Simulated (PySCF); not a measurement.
C₅H₄F₂O, SMILES FC1(F)CC(=C=C)O1.

The structure is a stationary point at B3LYP-D3(BJ)/def2-SVP. The structure was generated by enumeration, and PubChem lists no compound with its InChIKey, so it may never have been made.

Calculation: SMD-B3LYP/6-31G* (PySCF).

Solvation free energies are E(SMD) − E(gas) at the gas-phase geometry, for 1 M in both phases. In vacuum the dipole moment is 2.76 D.

Q: Estimate the solvation free energies in water, chloroform, cyclohexanone. (An estimate is asked for; the answer gives what the named calculation found.)

A: 
```
solvent        ΔG(solv) (kcal/mol)  its non-electrostatic (CDS) part  dipole (D)
-------------  -------------------  --------------------------------  ----------
water                         -0.8                               4.8        3.57
chloroform                    -4.1                              -0.6        3.28
cyclohexanone                 -3.9                               0.4        3.40
```
